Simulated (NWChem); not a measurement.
System: CH$_{3}$FSi, singlet; SMILES C[Si]F

```xyz
6

Si     0.6626     0.1454     0.0000
F     -0.5347     1.2724     0.0000
C     -0.4343    -1.4002     0.0000
H      0.1428    -2.3377     0.0000
H     -1.0965    -1.3890    -0.8850
H     -1.0965    -1.3890     0.8850
```
Atoms are numbered in this order, from 1.

Low-valent species are run as closed-shell singlets; no triplet was tried in these runs. All runs use the structure optimised with PBE0/def2-SVP.

Give the principal values of the shielding tensors (ppm) of Si1, F2, C3 from PBE0/pcSseg-2, GIAO (NWChem), with their diamagnetic and paramagnetic parts as GIAO splits them.


| atom | σ11 | σ22 | σ33 | isotropic | diamagnetic | paramagnetic |
|---|---|---|---|---|---|---|
| Si1 | -889.1 | 138.3 | 422.7 | -109.4 | 873.5 | -982.9 |
| F2 | -239.2 | 83.3 | 419.8 | 88.0 | 470.6 | -382.7 |
| C3 | 94.7 | 149.6 | 194.8 | 146.4 | 248.8 | -102.4 |
